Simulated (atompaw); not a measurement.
An all-electron radial function and its pseudo partner (silicon (Si))

Columns: radius, all-electron u(r) and pseudo u(r) of the 3s shell (level -10.77 eV) of silicon in the configuration [Ne] 3s2 3p2; PBEsol, scalar-relativistic, PAW (atompaw) scheme, atompaw 4.2.0.5.

```
r (bohr)  all-electron  pseudo
   0.067        0.1737  0.0318
   0.135        0.0375  0.0643
   0.202       -0.1352  0.0965
   0.269       -0.2623  0.1292
   0.337       -0.3278  0.1627
   0.404       -0.3364  0.1963
   0.471       -0.3028  0.2304
   0.538       -0.2400  0.2651
   0.606       -0.1576  0.3006
   0.673       -0.0666  0.3360
   0.740        0.0277  0.3716
   0.808        0.1224  0.4077
   0.875        0.2117  0.4430
   0.942        0.2948  0.4777
   1.010        0.3719  0.5121
   1.077        0.4400  0.5448
   1.144        0.5001  0.5760
   1.212        0.5533  0.6058
   1.279        0.5981  0.6328
   1.346        0.6359  0.6574
   1.413        0.6669  0.6791
   1.481        0.6919  0.6979
   1.548        0.7106  0.7130
   1.615        0.7239  0.7246
   1.683        0.7325  0.7326
   1.750        0.7365  0.7365
```

(1) How many radial nodes do the two functions have?

(2) Is the pseudo-wave norm-conserving?

Answers

(1) The all-electron 3s function has n − l − 1 = 2; the pseudo-wave has 0, since the states of the same l below it are removed with the core.

(2) No, it belongs to a PAW set: the norm inside the radius is not constrained, and the difference is carried by the augmentation charge.
